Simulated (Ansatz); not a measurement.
A nudged elastic band was laid between two geometries of AlFH6OSi (10 atoms, charge 0, multiplicity 1).

Method: RHF/def2-SVP in Ansatz 0.2.0.

* movable images: 5
* climbing image: yes
* spring: 5.0 eV/Å²
* optimiser: quadratic models (default)
* start path: straight line
* force threshold: 0.05 eV/Å
* iteration limit: 60
* end points: relaxed

First end point:

```xyz
10
Properties=species:S:1:pos:R:3
Al -0.046 0.067 0.105
O -0.653 0.129 1.737
Si -1.370 -0.519 3.058
H -2.429 -1.478 2.665
H -0.382 -1.232 3.901
H -1.981 0.561 3.868
H 1.393 -0.537 -0.098
H -1.110 0.156 -1.051
F 0.339 2.057 0.543
H -0.015 1.955 1.389
```

Last end point:

```xyz
10
Properties=species:S:1:pos:R:3
Al -0.099 0.328 -0.084
O -0.505 0.548 1.856
Si -1.245 -0.390 3.075
H -1.805 -1.549 2.368
H -0.213 -0.774 4.053
H -2.283 0.437 3.713
H 0.809 -0.970 -0.118
H -1.523 0.338 -0.776
F 0.717 1.804 -0.047
H -0.108 1.387 2.076
```

(1) Which bonds break or form, and what moves?

(2) What energy profile does the band end with?

(3) What is the geometry of the highest image?

## Answers

(1) Bonds broken: F9–H10. Bonds formed: O2–H10.

(2) The run converged. The highest image is number 3 of 0 to 6, 0.169 eV above the first end and 0.930 eV above the last; the last end lies 0.762 eV below the first. Another band between the same ends (5 images) ends at a top of the same energy, where a vibrational analysis finds 1 clearly imaginary mode. The orbitals stay closed-shell, which can raise the energy where a bond breaks towards radicals; this wasn't checked here.

| image | path coordinate (Å) | energy (eV) | F9–H10 (Å) | O2–H10 (Å) |
| --- | --- | --- | --- | --- |
| 0 | 0.00 | 0.000 | 0.92 | 1.96 |
| 1 | 0.48 | 0.000 | 0.92 | 1.98 |
| 2 | 0.96 | 0.007 | 0.93 | 1.80 |
| 3 | 1.43 | 0.169 | 1.08 | 1.27 |
| 4 | 1.91 | -0.556 | 1.65 | 0.98 |
| 5 | 2.38 | -0.740 | 2.11 | 0.96 |
| 6 | 2.85 | -0.762 | 2.31 | 0.95 |

(3) 
```xyz
10
Properties=species:S:1:pos:R:3
Al -0.113 0.184 -0.021
O -0.597 0.280 1.751
Si -1.312 -0.395 3.089
H -2.072 -1.589 2.664
H -0.275 -0.783 4.068
H -2.221 0.593 3.707
H 1.104 -0.770 -0.299
H -1.297 0.430 -1.023
F 0.509 1.840 0.669
H 0.020 1.368 1.510
```

Run time: 110 s on 1 thread of Arm Neoverse V2 (shared host), peak memory 0.17 GiB.
